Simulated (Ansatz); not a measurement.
C2H4F2O2Si, SMILES `CC(=O)O[SiH](F)F`. Total charge 0; spin multiplicity 1.

Cartesian coordinates in Å:
```
C 0.079 -1.470 -1.311
C 0.457 -0.438 -0.305
O 1.562 -0.217 0.107
O -0.609 0.274 0.134
Si -0.347 1.444 1.280
F -1.798 1.959 1.622
F 0.445 2.651 0.652
H 0.963 -2.018 -1.628
H -0.656 -2.151 -0.878
H -0.395 -0.987 -2.168
H 0.298 0.954 2.497
```

Problem. Give the diagnostics of a CCSD(T)/def2-TZVPP run (frozen core, the Gaussian-basis code of Ansatz). (Estimate.)

Solution. Computed: T1 = 0.0137, largest single amplitude 0.019, largest double 0.035, (T) share of the correlation energy 3.5 %, 10 CCSD cycles. The RHF solution is stable towards an unrestricted one. T1 lies under the customary mark of 0.02 for closed shells.
